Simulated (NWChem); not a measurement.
System: C3H7FOSi; SMILES [Si@H](OC)(F)C=C

NWChem input:

```
start job
memory heap 200 mb stack 900 mb global 1100 mb
geometry units angstroms
  C      2.762893     0.471246     0.135074
  C      1.510438     0.835994    -0.086624
  Si     0.025679    -0.211685     0.359089
  F     -0.028394    -1.556420    -0.544603
  O     -1.218044     0.730769    -0.046151
  C     -2.586825     0.442735    -0.078147
  H      3.004313    -0.470002     0.601223
  H      3.604868     1.087056    -0.141749
  H      1.325000     1.794419    -0.555168
  H     -0.029775    -0.756755     1.707768
  H     -2.975112     0.322250     0.935543
  H     -3.093175     1.278533    -0.561656
  H     -2.778535    -0.473088    -0.640176
end
basis spherical
  * library 6-31g*
end
dft
  xc b3lyp
  iterations 150
end
driver
  maxiter 120
end
task dft optimize
task dft freq
```

Output (shortened):

```
             Northwest Computational Chemistry Package (NWChem) 7.3.0
             --------------------------------------------------------

 C1  symmetry detected

                             Geometry "geometry" -> ""
                             -------------------------

 Output coordinates in angstroms (scale by  1.889725989 to convert to a.u.)

  No.       Tag          Charge          X              Y              Z
 ---- ---------------- ---------- -------------- -------------- --------------
    1 C                    6.0000     0.36086526    -2.78384577    -0.02645281
    2 C                    6.0000     0.72528659    -1.53481911    -0.26721021
    3 Si                  14.0000    -0.19543015    -0.03841238     0.37610018
    4 F                    9.0000    -1.66091246     0.07945458    -0.30680855
    5 O                    8.0000     0.71103490     1.19277778    -0.13554206
    6 C                    6.0000     0.46350443     2.56889432    -0.08474144
    7 H                    1.0000    -0.50438405    -3.01556712     0.57285942
    8 H                    1.0000     0.90070558    -3.63221794    -0.41838636
    9 H                    1.0000     1.60541964    -1.35940117    -0.87309269
   10 H                    1.0000    -0.52453222    -0.01206018     1.79388327
   11 H                    1.0000     0.51236357     2.92750890     0.94572409
   12 H                    1.0000     1.23004038     3.06861284    -0.67755979
   13 H                    1.0000    -0.52159556     2.80220792    -0.49279028

 Effective nuclear repulsion energy (a.u.)     305.4872814083

                                Z-matrix (autoz)
                                --------

 Units are Angstrom for bonds and degrees for angles

      Type          Name      I     J     K     L     M      Value
      ----------- --------  ----- ----- ----- ----- ----- ----------
    1 Stretch                  1     2                       1.32319
    2 Stretch                  1     7                       1.07774
    3 Stretch                  1     8                       1.07925
    4 Stretch                  2     3                       1.87104
    5 Stretch                  2     9                       1.08282
    6 Stretch                  3     4                       1.62108
    7 Stretch                  3     5                       1.61223
    8 Stretch                  3    10                       1.45572
    9 Stretch                  5     6                       1.39912
   10 Stretch                  6    11                       1.09218
   11 Stretch                  6    12                       1.09029
   12 Stretch                  6    13                       1.09149
   13 Bend                     1     2     3               123.83884
   14 Bend                     1     2     9               118.59328
   15 Bend                     2     1     7               121.68477
   16 Bend                     2     1     8               122.55988
   17 Bend                     2     3     4               110.98746
   18 Bend                     2     3     5               103.00083
   19 Bend                     2     3    10               117.42531
   20 Bend                     3     2     9               117.56772
   21 Bend                     3     5     6               129.79966
   22 Bend                     4     3     5               108.60625
   23 Bend                     4     3    10               101.80598
   24 Bend                     5     3    10               114.98407
   25 Bend                     5     6    11               110.44400
   26 Bend                     5     6    12               107.85885
   27 Bend                     5     6    13               110.87559
   28 Bend                     7     1     8               115.75417
   29 Bend                    11     6    12               109.33301
   30 Bend                    11     6    13               108.83894
   31 Bend                    12     6    13               109.46831
   32 Torsion                  1     2     3     4         -66.98997
   33 Torsion                  1     2     3     5         176.95120
   34 Torsion                  1     2     3    10          49.49376
   35 Torsion                  2     3     5     6         172.48371
   36 Torsion                  3     2     1     7          -0.36528
   37 Torsion                  3     2     1     8         179.22299
   38 Torsion                  3     5     6    11          69.92494
   39 Torsion                  3     5     6    12        -170.64872
   40 Torsion                  3     5     6    13         -50.80496
   41 Torsion                  4     3     2     9         112.86136
   42 Torsion                  4     3     5     6          54.73550
   43 Torsion                  5     3     2     9          -3.19747
   44 Torsion                  6     5     3    10         -58.53301
   45 Torsion                  7     1     2     9         179.78481
   46 Torsion                  8     1     2     9          -0.62691
   47 Torsion                  9     2     3    10        -130.65491

[...]

      ----------------------
      Optimization converged
      ----------------------

  Step       Energy      Delta E   Gmax     Grms     Xrms     Xmax
  ---- ---------------- -------- -------- -------- -------- --------
@   28    -583.15955995 -7.7D-08  0.00001  0.00000  0.00038  0.00092
                                     ok       ok       ok       ok

                                Z-matrix (autoz)
                                --------

 Units are Angstrom for bonds and degrees for angles

[...]

 Rotational Constants
 --------------------
 A=   0.164772 cm-1  (  0.237065 K)
 B=   0.059417 cm-1  (  0.085486 K)
 C=   0.047931 cm-1  (  0.068961 K)

 Temperature                      =   298.15K
 frequency scaling parameter      =   1.0000

 Zero-Point correction to Energy  =   61.408 kcal/mol  (  0.097859 au)
 Thermal correction to Energy     =   66.593 kcal/mol  (  0.106123 au)
 Thermal correction to Enthalpy   =   67.185 kcal/mol  (  0.107066 au)

 Total Entropy                    =   89.807 cal/mol-K
   - Translational                =   39.875 cal/mol-K (mol. weight = 106.0250)
   - Rotational                   =   27.620 cal/mol-K (symmetry #  =        1)
   - Vibrational                  =   22.312 cal/mol-K

 Cv (constant volume heat capacity) =   26.782 cal/mol-K
   - Translational                  =    2.979 cal/mol-K
   - Rotational                     =    2.979 cal/mol-K
   - Vibrational                    =   20.823 cal/mol-K

[normal modes left out]

 ----------------------------------------------------------------------------
 Normal Eigenvalue ||           Projected Infra Red Intensities
  Mode   [cm**-1]  || [atomic units] [(debye/angs)**2] [(KM/mol)] [arbitrary]
 ------ ---------- || -------------- ----------------- ---------- -----------
    1       -0.000 ||    0.000158           0.004         0.154       0.041
    2       -0.000 ||    0.000300           0.007         0.292       0.077
    3       -0.000 ||    0.000406           0.009         0.396       0.105
    4        0.000 ||    0.000054           0.001         0.052       0.014
    5        0.000 ||    0.000043           0.001         0.042       0.011
    6        0.000 ||    0.000006           0.000         0.005       0.001
    7       61.298 ||    0.003372           0.078         3.287       0.867
    8       88.765 ||    0.001864           0.043         1.818       0.480
    9      103.752 ||    0.000174           0.004         0.170       0.045
   10      138.858 ||    0.004033           0.093         3.931       1.038
   11      211.152 ||    0.003686           0.085         3.594       0.948
   12      249.808 ||    0.007168           0.165         6.988       1.844
   13      318.351 ||    0.009780           0.226         9.534       2.516
   14      397.745 ||    0.018653           0.430        18.184       4.799
   15      545.862 ||    0.014795           0.341        14.423       3.807
   16      717.479 ||    0.044332           1.023        43.217      11.407
   17      780.267 ||    0.017756           0.410        17.309       4.569
   18      859.154 ||    0.004272           0.099         4.165       1.099
   19      870.960 ||    0.281077           6.485       274.008      72.321
   20      947.547 ||    0.241773           5.578       235.693      62.208
   21     1002.983 ||    0.043013           0.992        41.931      11.067
   22     1032.864 ||    0.019047           0.439        18.568       4.901
   23     1049.485 ||    0.015307           0.353        14.922       3.939
   24     1134.548 ||    0.320609           7.397       312.546      82.493
   25     1191.026 ||    0.000430           0.010         0.419       0.111
   26     1223.830 ||    0.077088           1.778        75.150      19.835
   27     1302.986 ||    0.006453           0.149         6.291       1.660
   28     1466.943 ||    0.023958           0.553        23.356       6.164
   29     1513.737 ||    0.008059           0.186         7.856       2.074
   30     1528.487 ||    0.003019           0.070         2.943       0.777
   31     1535.388 ||    0.004670           0.108         4.552       1.201
   32     1681.934 ||    0.014872           0.343        14.498       3.826
   33     2260.700 ||    0.144185           3.326       140.558      37.099
   34     3026.028 ||    0.064603           1.490        62.979      16.622
   35     3090.593 ||    0.045268           1.044        44.130      11.648
   36     3129.106 ||    0.035500           0.819        34.607       9.134
   37     3141.213 ||    0.016277           0.376        15.868       4.188
   38     3155.441 ||    0.002535           0.058         2.471       0.652
   39     3217.473 ||    0.017144           0.396        16.713       4.411
 ----------------------------------------------------------------------------
```

Level: B3LYP/6-31G* (spherical d).
